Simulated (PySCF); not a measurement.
Al(Me)(SiH3)2 (CH₉AlSi₂), SMILES [CH3][Al]([SiH3])[SiH3]. Atoms are numbered in the order given.

```xyz
13

Al    -0.3451    -0.3276    -0.0280
C     -1.8109    -1.6273    -0.0704
H     -2.3339    -1.6542    -1.0405
H     -2.5650    -1.3388     0.6865
H     -1.4865    -2.6500     0.1824
Si    -0.3883     1.7021    -1.3926
H      0.7863     1.7337    -2.3228
H     -0.2887     2.9234    -0.5303
H     -1.6234     1.8399    -2.2268
Si     1.5861    -0.6192     1.4447
H      1.6880     0.5202     2.4127
H      2.8582    -0.6270     0.6526
H      1.5478    -1.8847     2.2433
```

Geometry: ωB97X-D3(BJ)/def2-SVP. The structure was generated by enumeration; whether it is a known compound was not checked.

Calculation: HF/pcSseg-1 (PySCF).

GIAO shieldings, no solvent; atoms alike by connectivity are averaged. δ = σ(ref) − σ: ¹³C against TMS (σ = 192.6 ppm); ¹H against TMS (σ = 31.99 ppm); ²⁹Si against TMS (σ = 393.8 ppm), references at their B3LYP-D3(BJ)/def2-TZVP geometries, non-relativistic.

| nucleus | atoms | count | δ (ppm) |
|---|---|---|---|
| ¹³C | C2 | 1 | 0.7 |
| ¹H | H7, H8, H9, H11, H12, H13 | 6 | 3.28 |
| ¹H | H3, H4, H5 | 3 | 0.60 |
| ²⁹Si | Si6, Si10 | 2 | -113.5 |
